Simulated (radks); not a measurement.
Numerical settings for the gadolinium ion Gd24+, [Kr] 4d4. Method: non-relativistic Kohn-Sham, BLYP, spin-polarised, spherical densities, point nucleus; open shells are filled with parallel spins first (spin-orbit coupling, left out, can overturn this in heavy ions); relativity is left out, which matters for an element this heavy; computed with a radial shooting solver on a logarithmic mesh with Libxc functionals. The defaults (mesh step 0.008 in ln r, mesh end at 40 bohr or more with all orbitals vanishing there, Anderson mixing 0.5 over 9 steps, residual threshold near 1e-9 with the energy settled to 1e-9 hartree or 1e-11 of itself, here a cap of 98 iterations) give E = -10567.8987 hartree and 4d at -791.47 eV in 14 iterations. Run on one thread of a shared host, so times are rough (Arm Neoverse N1): 0.2 s of CPU time, 0.2 s wall, 14 iterations on 2476 mesh points. Changes against that run (0 stands for a change within the tolerance of the run):

| setting | iterations | converged | E (mhartree) | e(4d) (meV) | CPU (s) |
|---|---|---|---|---|---|
| mesh step in ln r 0.2 | 4 | no | diverged | - | 0.01 |
| mesh step in ln r 0.08 | 2 | no | diverged | - | 0.01 |
| mesh step in ln r 0.012 | 14 | yes | 0 | 0 | 0.14 |
| mesh end (bohr) 2 | 14 | yes | +0.128 | +1.81 | 0.18 |
| mesh end (bohr) 400 | 14 | yes | 0 | 0 | 0.2 |
| residual threshold 0.001 | 8 | yes | 0 | -9.07 | 0.14 |
| residual threshold 0.01 | 8 | yes | 0 | -9.07 | 0.14 |
| mixing 1 | 10 | yes | 0 | 0 | 0.16 |
| linear mixing, mixing 0.2 | 90 | yes | 0 | 0 | 0.93 |
| linear mixing, mixing 0.8 | 15 | yes | 0 | 0 | 0.2 |
| mixing history 2 | 17 | yes | 0 | 0 | 0.22 |
| iteration cap 2 | 2 | no | +2.94e+04 | -2.94e+05 | 0.04 |

No run marked as converged misses the energy by more than 1 mhartree. A mesh that ends early acts as a hard wall.
